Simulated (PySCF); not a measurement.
**Spin–orbit doublets of 2p levels**

Compound: C7H16OSi.
Numbering: `[CH3:1][C:2]([CH3:3])([CH3:4])[Si@@H:5]([OH:6])[CH:7]1[CH2:8][CH2:9]1`

Computed, not measured: delta-SCF UKS SCAN, pcX-2 on the ionised atom, pcseg-1 elsewhere, spin-free X2C in PySCF 2.14.0. Each binding energy is the total energy of the core-ionised species, with the hole localised on one atom, minus that of the ground state; both are solved self-consistently, so orbital relaxation is included. Spin–orbit and ligand-field terms were added within each 2p shell after the spin-free SCF. The splitting includes the ligand field, and 2p3/2 is the mean of two sublevels.

```tsv
atom	mean of the 2p shell (eV)	splitting (eV)
Si5	106.572	0.625
```

Where do the two lines of each doublet lie?

2p3/2 = mean − splitting/3 and 2p1/2 = mean + 2 × splitting/3:

| atom | environment | 2p3/2 (eV) | 2p1/2 (eV) |
| --- | --- | --- | --- |
| Si5 | oxygen-bound silicon | 106.36 | 106.99 |

What are the 1s binding energies of the same atoms?

Si5 1846.24 eV.

Which Kα1 and Kα2 emission energies and wavelengths follow?

The photon carries the difference of the 1s-hole and 2p-hole states, both at the ground state's geometry; λ = 12398.42 eV Å/E.

```csv
atom,Kα1 (eV),Kα2 (eV),λ(Kα1) (Å),λ(Kα2) (Å)
Si5,1739.88,1739.25,7.1260,7.1286
```

And the 1s levels of the other atoms?

C2 (sp3 carbon bound to silicon) 289.81 eV; C7 (sp3 carbon bound to silicon) 289.99 eV; C1/C3/C4 (methyl carbon) 290.13 eV; C8 (three-membered-ring carbon) 290.62 eV; C9 (three-membered-ring carbon) 290.63 eV; O6 (silanol oxygen) 538.01 eV.

One atom of each set of topologically equivalent atoms was ionised and stands for the set; in this conformer not all members are related by symmetry, and their own values weren't computed. The structure is a single PBE0-D3(BJ)/def2-SVP conformer in the gas phase; no vibrational or solvent corrections.

Shape of the structure used: `[CH3:1][C:2]([CH3:3])([CH3:4])[Si@@H:5]([OH:6])[CH:7]1[CH2:8][CH2:9]1`: C1–C2–Si5–O6 59°, C2–Si5–C7–C8 86°, H–O6–Si5–C2 173°.
